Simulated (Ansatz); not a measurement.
Bond stretch in AlBe (anion, charge -1), lowest singlet found (which spin is the ground state isn't settled by this scan).

RKS-PBE0 = restricted PBE0/aug-cc-pVDZ run with Ansatz (an electronic-structure program); RKS-PBE = restricted PBE/aug-cc-pVDZ (Ansatz); RKS-B3LYP = Ansatz with restricted B3LYP/aug-cc-pVDZ; UCCSD(T) = CCSD(T) on UHF/aug-cc-pVDZ, frozen core in Ansatz; UKS-PBE = unrestricted PBE/aug-cc-pVDZ (Ansatz); UKS-PBE0 = unrestricted PBE0/aug-cc-pVDZ run with Ansatz; UKS-B3LYP = unrestricted B3LYP/aug-cc-pVDZ in Ansatz; FCI = Ansatz with full CI/aug-cc-pVDZ, frozen core.

Cost and accuracy over the 11 points of the scan, with FCI as yardstick. Costs are rough ratios of core time within Ansatz on shared cores, each with its mean field (Kohn-Sham runs search longer for lower solutions than correlated ones do); the miss is the largest error against full CI of the curve after the mean shift, in kJ/mol.

```
level      relative cost  largest error
---------  -------------  -------------
RKS-PBE0               1           14.9
RKS-PBE                1           15.5
RKS-B3LYP              2           19.9
UCCSD(T)               4           11.6
UKS-PBE                6           30.5
UKS-PBE0               7           31.7
UKS-B3LYP              7           35.1
```

Costs within a factor of two of each other count as equal.

The scan ran from 1.57 to 7.37 Å; beyond the distances shown full CI changes its symmetry label. The restricted form behind RKS-PBE0, RKS-PBE, RKS-B3LYP keeps the bonding electrons paired and can't separate into open-shell fragments. Where the anion isn't bound against loss of the electron, the finite basis alone holds it. The unrestricted determinant behind UCCSD(T) is spin-contaminated at 1.57 to 2.47 Å (<S²> up to 1.8, against 0.00 for a pure singlet). The unrestricted determinant behind UKS-PBE, UKS-B3LYP is spin-contaminated at 1.57 to 2.47 Å (<S²> up to 1.0, against 0.00 for a pure singlet). The unrestricted determinant behind UKS-PBE0 is spin-contaminated at 1.57 to 2.47 Å (<S²> up to 1.3, against 0.00 for a pure singlet).
